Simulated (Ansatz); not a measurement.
The cluster SnGe2, relaxed as a quintet with UKS r2SCAN-D4/def2-TZVP in Ansatz, starting from the r2SCAN-D4/def2-TZVP geometry of the neutral singlet. Force threshold 0.02 eV/Å.

In the def2 sets Sn takes a core potential; there is no spin–orbit coupling. The relaxation made no stability test and no search for a lower SCF solution. At r2SCAN-D4/def2-TZVP a singlet of charge 0 lies 1.69 eV below the quintet, each at its own geometry. The structure comes from a short search, and lower isomers may exist.

Start:

```xyz
3

Ge   -0.3612   -1.3951    0.8487
Ge    1.0257    0.3711    0.4154
Sn   -0.6645    1.0240   -1.2641
```

(1) Estimate the energy that the relaxation releases and the steps that it takes.

(2) Does the start keep its bonding and symmetry?

(3) Predict the relaxed structure.

Results:

(1) 42.4 kJ/mol, in 6 steps; 25 s on 4 threads of Arm Neoverse V1 on a shared host. No frequencies were taken in this run, so the end may be a saddle point.

(2) By distances, no bond broke or formed. The bond that changes most is Ge2–Sn3, from 2.47 to 2.73 Å (atoms count from 1). Point group Cs at the start, Cs at the end, both within 0.05 Å.

(3) 
| atom | x (Å) | y (Å) | z (Å) |
| --- | --- | --- | --- |
| Ge1 | -0.470 | -1.369 | 0.752 |
| Ge2 | 1.242 | 0.435 | 0.514 |
| Sn3 | -0.772 | 0.933 | -1.267 |
Bond lengths: 2 × Ge–Sn 2.73 to 3.08 Å; 1 × Ge–Ge 2.50 Å.
